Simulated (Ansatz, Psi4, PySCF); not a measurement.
C2H6N, charge -1, singlet, geometry from GFN2-xTB (in this run its highest filled SCF level lies above zero, so its values depend strongly on the basis, on diffuse functions most of all). Base run: BLYP/STO-3G (PySCF).

Input for PySCF:
```python
from pyscf import gto, scf, dft

mol = gto.M(
    atom='''
C     1.342069   -0.303428   -0.006611
C     0.148766    0.550924   -0.004537
N    -1.307218   -0.074339    0.008846
H     1.327773   -0.976327    0.891930
H     1.316335   -0.987962   -0.896063
H     0.108514    1.192674   -0.899190
H     0.119909    1.204265    0.882132
H    -1.328332   -0.693365    0.821866
H    -1.338680   -0.703891   -0.795712
''',
    basis='sto-3g',
    charge=-1,
    spin=0,
    verbose=4,
)

mf = dft.RKS(mol)
mf.xc = 'blyp'
mf.kernel()
```

The same geometry, method and basis name were run in Ansatz (an electronic-structure program) and Psi4 and PySCF, at each program's defaults and at the settings that a row names. The base is PySCF at its defaults. Differences at the defaults can come from grids, fitting, cores and function types together.

| code and settings | ΔE vs base (µEh) | basis functions | E (Eh) | SCF cycles |
|---|---|---|---|---|
| PySCF, defaults (exact integrals, its default grid, spherical functions) | 0.0 | 21 | -132.54579 | 9 |
| Psi4, defaults (density fitting with its default set, its default grid, spherical functions) | (withheld) | 21 | (withheld) | 8 |
| Ansatz, defaults (factorised integrals, its default grid, spherical functions) | 5.7 | 21 | -132.54578 | - |
| PySCF, density fitting with def2-universal-jkfit | -1050 | 21 | -132.54684 | 9 |
| PySCF, fine grid | 6.5 | 21 | -132.54578 | 9 |
| Psi4, exact integrals, spherical functions, fine grid | 6.3 | 21 | -132.54578 | 10 |
| Ansatz, high accuracy | 6.5 | 21 | -132.54578 | - |

Task: Some entries are withheld; supply them.

Result: 
- Psi4, defaults (density fitting with its default set, its default grid, spherical functions), ΔE vs base (µEh): -1047
- Psi4, defaults (density fitting with its default set, its default grid, spherical functions), E (Eh): -132.54683
